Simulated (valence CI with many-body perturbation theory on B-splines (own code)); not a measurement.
## A CI+MBPT run for Te

Calculated by relativistic CI+MBPT: six valence electrons over a frozen Dirac-Fock core [Kr] 4d10, a basis of 9 s, 9 p, 8 d, 6 f, 3 g, 1 h functions for each j, with the one-electron correlation potential Σ1 (screened to all orders), the two-electron term Σ2, the three-electron term Σ3, Breit, model QED; selected single and double excitations, second order for the rest, scaled by the run's own slope (own B-spline code, finite nucleus).

Command, and the settings that its task file holds:

```sh
python run_cv.py task.json out
```

```
atom Te  Z=52  mass_number=130  rms_radius_fm=4.7423
core [Kr] 4d10
valence 5s2 5p4
avg = 1
basis = M
breit = 1
cap = 170000
capref = 1200
cscale = 1
de = 0.0
dress = 0
eps = 2e-08
extrap = 1
h = 0.27
hh = 1
l2 = 3
lcore = 6
maxit = 90
n2 = 5
natural = 1
nlev = 24
nno = [5, 5, 5, 4, 2, 1]
nroot = 14
nsp = [4, 4, 3, 2, 1, 0]
pt2 = 1
qed = 1
rpa = 1
s1 = 1
s2 = 1
s3 = 1
screen = 1
tol = 2e-05
whole = 1
```

(1) Roughly how long does this run take on one core of Intel(R) Xeon(R) Processor @ 2.30GHz, and how much memory?

Log. The first blocks belong to the next ion, which gives the ionisation energy. Fields: 2J, parity (1 odd), roots, reference size, generating configurations, candidates as configurations/state functions, variational space P, stored matrix elements, Davidson steps; e2 is the range of second-order energies in hartree. The first line gives the box (bohr), its intervals, the orbitals and the steps of their self-consistent field. Window is the range of levels sought, series limit the energy at which the first omitted orbital would enter, core excitation an estimate of the first excitation out of the core, left out the lowest levels not solved, and shifts from estimates the range by which levels moved from their first estimate, all in cm⁻¹.

```
rmax 73.4 intervals 69 orbitals 63 references ['5s2 5p4'] scf 9 t 1.5
2J=3 par=1 roots 2 ref 64 generators 13 cand 30264/242801 P 3133/13011 nnz 1.9e+07 it 8
2J=3 par=1 roots 2 ref 64 generators 75 cand 103879/1023159 P 10816/65920 nnz 1.7e+08 it 8
   second order: generators 196 cand 227311/3554591 e2 -0.00124 -0.00094
reference levels 353, estimated 264, window 59329 1/cm; series limit 67351, core excitation 329566
2J=4 par=0 roots 5 ref 47 generators 107 cand 252219/5556778 P 4686/33979 nnz 6.4e+07 it 12
2J=4 par=0 roots 5 ref 47 generators 163 cand 333732/8051167 P 12044/102366 nnz 3.8e+08 it 17
   second order: generators 160 cand 325769/7983737 e2 -0.00395 -0.00313
2J=2 par=0 roots 4 ref 38 generators 102 cand 243889/3877846 P 5224/34000 nnz 6e+07 it 11
2J=2 par=0 roots 4 ref 38 generators 243 cand 447051/8713903 P 14016/105613 nnz 3.3e+08 it 15
   second order: generators 234 cand 422712/8188472 e2 -0.00332 -0.00264
2J=0 par=0 roots 4 ref 16 generators 76 cand 179191/1259891 P 10492/33993 nnz 4.3e+07 it 10
2J=0 par=0 roots 4 ref 16 generators 220 cand 397869/3268907 P 28454/116801 nnz 2.3e+08 it 12
   second order: generators 212 cand 376515/3172033 e2 -0.00156 -0.00129
2J=4 par=1 roots 7 ref 47 generators 111 cand 265961/5968345 P 4337/33992 nnz 5.9e+07 it 14
2J=4 par=1 roots 7 ref 47 generators 165 cand 331916/7936638 P 11754/107307 nnz 4.4e+08 it 19
   second order: generators 267 cand 444225/11511417 e2 -0.00725 -0.00363
2J=2 par=1 roots 6 ref 40 generators 157 cand 337224/6092462 P 5039/33983 nnz 5.2e+07 it 16
2J=2 par=1 roots 6 ref 40 generators 192 cand 376350/6806980 P 14939/115394 nnz 4.4e+08 it 21
   second order: generators 174 cand 340506/6199876 e2 -0.00448 -0.00326
2J=6 par=0 roots 2 ref 35 generators 59 cand 164947/4950173 P 3087/33972 nnz 8.5e+07 it 10
2J=6 par=0 roots 2 ref 35 generators 120 cand 263074/8450386 P 7344/85738 nnz 4e+08 it 10
   second order: generators 187 cand 378757/16399324 e2 -0.00357 -0.00327
2J=0 par=1 roots 2 ref 15 generators 64 cand 166874/1169891 P 8178/30393 nnz 4.1e+07 it 12
2J=0 par=1 roots 2 ref 15 generators 136 cand 271829/2119279 P 18763/88863 nnz 1.7e+08 it 16
   second order: generators 201 cand 373112/3594716 e2 -0.00171 -0.00149
2J=6 par=1 roots 4 ref 39 generators 86 cand 250659/8320127 P 3641/33986 nnz 5.9e+07 it 14
2J=6 par=1 roots 4 ref 39 generators 216 cand 437721/14233017 P 9862/107153 nnz 5e+08 it 22
   second order: generators 202 cand 398411/12242740 e2 -0.00557 -0.00505
2J=8 par=1 roots 2 ref 25 generators 60 cand 170090/6196482 P 2976/33980 nnz 8.9e+07 it 10
2J=8 par=1 roots 2 ref 25 generators 133 cand 282185/10881832 P 6940/83685 nnz 4.3e+08 it 12
   second order: generators 190 cand 379277/20526829 e2 -0.00428 -0.00379
left out: unestimated 69833, estimated 64258, shifts from estimates -1530 to 46
operators 6.3
```

The Davidson iterations converged.

Set against measurement, 23 paired levels are off by 166 cm⁻¹ on average, the worst by 300. These come from a selection out of the NIST Handbook of Basic Atomic Spectroscopic Data. Levels without a partner in it may be off by more. Among the levels kept, up to 1400 cm⁻¹ of a level comes from second order outside the variational space, and about a tenth of that is noise between levels of different J, which matters for small intervals.

```yaml
Valence_energy: -8.143169 hartree
Ionisation_energy: "8.9626 eV (NIST: 9.00981 eV (measured))"
Reference_configurations_for_the_orbitals: 5s2 5p4
Radial_orbitals: 63
Box_radius: 73.39 bohr
Largest_variational_space: 116801
Lowest_levels: 5s2.5p4 3P_2 0.0, 5s2.5p4 3P_0 4636, 5s2.5p4 3P_1 4652, 5s2.5p4 1D_2 10555, 5s2.5p4 1S_0 23154, 5s2.5p3.6s 5S°_2 44107, 5s2.5p3.6s 3S°_1 46571, 5s2.5p3.6p 5P_1 53913, 5s2.5p3.6p 5P_2 53987, 5s2.5p3.6p 5P_3 54250, 5s2.5p3.6s 3D°_1 54677, 5s2.5p3.6s 3D°_2 54786, 5s2.5p3.6p 3P_1 55109, 5s2.5p3.6p 3P_2 55460 cm⁻¹
```

Names give the largest LS component (configuration and term), which can be under half, so a name can repeat, a term be missing and a line seem to break the LS rules; names also repeat where a configuration has a term twice.

Answers

(1) 18 min on 1 thread of Intel(R) Xeon(R) Processor @ 2.30GHz, with other jobs on the host, peak memory 3.9 GiB.
